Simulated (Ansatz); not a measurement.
Consider the ligand exchange at the Si–N bond: `[OH][AlH][NH][SiH3]` + `[OH][Ga]([OH])[OH]` → `[OH][Ga]([OH])[O][SiH3]` + `[NH2][AlH][OH]`.

Calculated with Ansatz (gas phase, PBE0-D4/def2-TZVP geometries, no zero-point term in ΔE). CCSD(T)/CBS is the MP2 limit (def2-TZVPP, def2-QZVPP) plus CCSD(T) − MP2 in def2-TZVPP, frozen cores. This one scheme is used for every species. DFT in def2-TZVPP. B3LYP here is the variant with VWN-RPA as its local correlation; programs differ in this. For Ga outer-core shells are correlated without core-valence functions, which leaves a few kJ/mol of doubt a bond. Scalar relativity is left out up to krypton. Each species was taken in one conformer, which may not be the lowest.

(1) Is it downhill or uphill in electronic energy at CCSD(T)/CBS, and by how much? (Best estimate.)

(2) What do these levels give: PBE-D4, r2SCAN-D4, PBE0-D4, ωB97X-V, B2PLYP, PBE, PBE0, B3LYP, HF/def2-TZVPP, HF/def2-QZVPP, MP2/def2-QZVPP, HF/CBS(def2)? (Estimate.)

Largest T1 diagnostic among the species: 0.014.

Answers

(1) Computed: Downhill: ΔE = -46.3 kJ/mol.

(2) The calculation gave: PBE-D4 -38.7, r2SCAN-D4 -45.4, PBE0-D4 -42.2, ωB97X-V -46.3, B2PLYP -48.7, PBE -39.3, PBE0 -42.6, B3LYP -49.0, HF/def2-TZVPP -60.2, HF/def2-QZVPP -61.3, MP2/def2-QZVPP -46.4, HF/CBS(def2) -61.5 kJ/mol.

In def2-TZVPP, CCSD(T) changes the Hartree–Fock value by +13.7 kJ/mol (the triples alone add +2.1 kJ/mol) and MP2 by +14.0 kJ/mol. From PBE to PBE0 (25 % exact exchange), in def2-TZVPP and without D4, ΔE moves by −3.3 kJ/mol.
